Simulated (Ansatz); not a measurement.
`B[Si](O)([SiH3])Cl` and `O[Si]([SiH3])(Cl)Cl` differ in one atom or group.

Ansatz, PBE0-D4/def2-TZVP geometries, multiplicity 1. Each molecule was computed in one conformer, which needn't be the lowest.

```json
{"property": "size of the dipole moment (PBE/def2-TZVPP) / D", "`B[Si](O)([SiH3])Cl`": "2.51"}
{"property": "HOMO–LUMO gap (PBE0/def2-TZVPP) / eV", "`B[Si](O)([SiH3])Cl`": "6.51"}
{"property": "LUMO energy (PBE/def2-TZVPP) / eV", "`B[Si](O)([SiH3])Cl`": "-2.06"}
{"property": "HOMO–LUMO gap (PBE/def2-TZVPP) / eV", "`B[Si](O)([SiH3])Cl`": "4.45"}
{"property": "HOMO energy (ωB97M-V/def2-TZVPP) / eV", "`B[Si](O)([SiH3])Cl`": "-9.69"}
{"property": "HOMO–LUMO gap (B3LYP/def2-TZVPP) / eV", "`B[Si](O)([SiH3])Cl`": "6.12"}
```

**Question.** What does the change do to each property? (Best estimate.)

**Answer.** Computed: 
| property | `O[Si]([SiH3])(Cl)Cl` | shift |
| --- | --- | --- |
| size of the dipole moment (PBE/def2-TZVPP) / D | 0.91 | -1.60 |
| HOMO–LUMO gap (PBE0/def2-TZVPP) / eV | 8.25 | 1.74 |
| LUMO energy (PBE/def2-TZVPP) / eV | -1.16 | 0.90 |
| HOMO–LUMO gap (PBE/def2-TZVPP) / eV | 6.18 | 1.73 |
| HOMO energy (ωB97M-V/def2-TZVPP) / eV | -10.57 | -0.88 |
| HOMO–LUMO gap (B3LYP/def2-TZVPP) / eV | 7.86 | 1.74 |

With PBE0 the HOMO falls by 0.89 eV and the LUMO rises by 0.85 eV, so the gap widens by about 1.74 eV. PBE moves the HOMO by -0.82 eV and ωB97M-V by -0.88 eV. Dipoles are sizes alone; their direction can turn.

B3LYP here is the variant with VWN-RPA as its local correlation; programs differ in this.
